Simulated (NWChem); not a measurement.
System: SeICl; SMILES I[Se]Cl

Input file for NWChem:

```
start job
memory heap 200 mb stack 900 mb global 1100 mb
geometry units angstroms noautoz
  Se     0.748566    -0.994633     0.000000
  Cl    -1.077215    -2.185439     0.000000
  I     -0.127650     1.364597     0.000000
end
basis spherical
  * library 3-21g
end
dft
  xc hfexch
  iterations 150
  mulliken
end
task dft energy
```

All runs use the structure optimised with PBE0/def2-SVP (def2 core potentials past Kr).

**Question.** Give the results of this calculation. (Hartree-Fock/3-21G, non-relativistic.) Quantities: basis functions; energy (Ha); highest occupied level (eV); orbital gap (eV); dipole (D).

**Answer.** 
```json
{
  "number_of_basis_functions": "66",
  "energy (Ha)": "-9733.06",
  "highest occupied level (eV)": "-9.72",
  "orbital gap (eV)": "9.40",
  "dipole (D)": "1.97"
}
```
